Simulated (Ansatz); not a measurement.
Species: C6H11, charge 0, multiplicity 2. It need not be the lowest isomer of its formula. 
Coordinates optimised at B3LYP-D3(BJ)/def2-TZVP (Ansatz, a quantum-chemistry and plane-wave program):
SMILES: C[C@@H]1C[CH]CC1
```xyz
17

C     -1.6640    -0.2173    -0.1520
C     -1.2733     0.8859     0.7768
C      0.2428     1.0269     0.5490
C      0.7054    -0.3829     0.1458
C      2.0622    -0.4294    -0.5399
C     -0.4662    -0.9065    -0.7127
H     -2.6856    -0.4805    -0.3874
H     -1.4804     0.6172     1.8242
H     -1.8199     1.8172     0.5967
H      0.7763     1.4120     1.4193
H      0.4281     1.7157    -0.2814
H      0.7483    -0.9939     1.0547
H      2.8502    -0.0429     0.1103
H      2.0544     0.1750    -1.4511
H      2.3326    -1.4502    -0.8193
H     -0.3026    -0.6320    -1.7680
H     -0.5432    -1.9988    -0.6992
```
Charge 0, spin multiplicity 2.

Total electronic energies in hartree. Correlated levels leave the core frozen unless marked. Open shells are spin-unrestricted. No spin-orbit coupling. No relativistic terms. CBS(X,Y): correlation extrapolated as X^-3; Hartree-Fock from the larger set. [CCSD(T)-MP2]/basis is that difference in the basis named.

```tsv
level	program	energy (Eh)
HF/STO-3G	Ansatz	-230.83717
HF/cc-pVQZ	Ansatz	-233.66793
PBE-D3(BJ)/def2-TZVPD	Ansatz + dftd3	-234.96997
BLYP/def2-TZVPD	Ansatz	-235.14518
B97M-V/def2-TZVPD	Ansatz	-235.29785
PBE0/6-31G*	Ansatz	-234.92108
PBE0-D3(BJ)/def2-TZVPD	Ansatz + dftd3	-235.01456
PBE0/def2-TZVP	Ansatz	-235.00180
r2SCANh/def2-TZVPD	Ansatz	-235.13908
HSE06-D4/def2-TZVPD	Ansatz + dftd4	-234.99783
B2GP-PLYP-D3(BJ)/def2-TZVPD	Ansatz + dftd3	-235.01342
PBE-QIDH/def2-TZVPD	Ansatz	-234.96171
RPA@PBE/cc-pVQZ	Ansatz	-235.41935
MP2/cc-pVTZ	Ansatz	-234.65779
MP2/cc-pwCVTZ	Ansatz	-234.67169
RI-MP2/cc-pVTZ	Ansatz	-234.65744
RI-MP2/cc-pVQZ	Ansatz	-234.73379
SCS-MP2/STO-3G	Ansatz	-231.15385
SCS-MP2/6-31G	Ansatz	-234.00721
CCSD/cc-pwCVTZ	Ansatz	-234.73062
CCSD(T)/cc-pVTZ	Ansatz	-234.76313
CCSD(T)/cc-pwCVTZ	Ansatz	-234.77563
RI-MP2/CBS(cc-pVTZ,cc-pVQZ)+[CCSD(T)-MP2]/cc-pVTZ	Ansatz	-234.8844
```

Totals of different functionals don't rank their quality; only differences between species are comparable.
